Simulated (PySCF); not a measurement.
# [Gd(H2O)3]3+ at several levels of theory

Computed with PySCF 2.14.0 (density fitting, no spin-orbit coupling) at the geometry relaxed with B3LYP:

```xyz
10
[Gd(H2O)3]3+ (singlet in the valence; each metal's 4f electrons, 7 of them, lie in its core potential, out of spins and levels)
Gd    0.0000    0.0000    0.0000
O     2.2892    0.0000    0.0000
H     2.9078   -0.7561    0.1693
H     2.9078    0.7562   -0.1693
O    -1.1446    1.9825    0.0000
H    -0.7991    2.8963    0.1693
H    -2.1088    2.1402   -0.1693
O    -1.1446   -1.9825    0.0000
H    -2.1087   -2.1402    0.1693
H    -0.7991   -2.8963   -0.1693
```

```tsv
level	basis	state	HOMO (eV)	gap (eV)	charge on Gd1 (e)	population of f-type functions on Gd1 (polarisation alone where 4f lies in the core)	dipole about the centre of mass (D)	largest force component (eV/Å)
B3LYP	Gd lcecp-1-SVP with ECP53, O def2-SVP, H def2-SVP	singlet	-24.80	7.43	1.95	0.04	0.00	0.01
r2SCAN	the same	singlet	-23.70	6.39	1.98	0.04	0.00	0.05
BP86	the same	singlet	-23.39	5.66	1.87	0.04	0.00	0.49
PBE	the same	singlet	-23.28	5.41	1.85	0.04	0.00	0.43
BLYP	the same	singlet	-23.16	5.27	1.84	0.04	0.00	0.41
PBE0	Gd def2-SVP with ECP28, O def2-SVP, H def2-SVP	octet	-25.10	7.03	2.05	7.04	0.00	0.23
```

In the lcecp rows the 4f levels are missing from HOMO and gap, and the state counts the valence alone.

HOMO and gap are taken over both spins. Charges are Mulliken's, which hang on the basis. The relaxation used the grid (50, 194), these runs (75, 302) or, all-electron (x2c bases, spin-free X2C Hamiltonian), (99, 590).

Question: What does B3LYP with Gd lcecp-1-TZVP with ECP53, O def2-TZVP, H def2-TZVP give here?

Answer: state singlet, HOMO (eV) -24.85, gap (eV) 7.53, charge on Gd1 (e) 2.23, population of f-type functions on Gd1 (polarisation alone where 4f lies in the core) 0.05, dipole about the centre of mass (D) 0.00, largest force component (eV/Å) 0.38. Time: 13 s on 2 threads of Arm Neoverse V2, on a shared host, from free ions and atoms.

In the first row's basis the gap widens with exact exchange: 5.3 to 6.4 eV for BLYP, PBE, BP86, r2SCAN (none); 7.4 eV for B3LYP (a fixed share).

A frequency check found unstable modes (1, the lowest at -18 cm⁻¹), so the relaxed geometry is a saddle point, or these are noise. An lcecp potential fixes the number of 4f electrons, so in runs with it no electron can move into or out of that shell.

Rows with open f shells in the valence may stand above their lowest state, and their gaps can end on f levels.
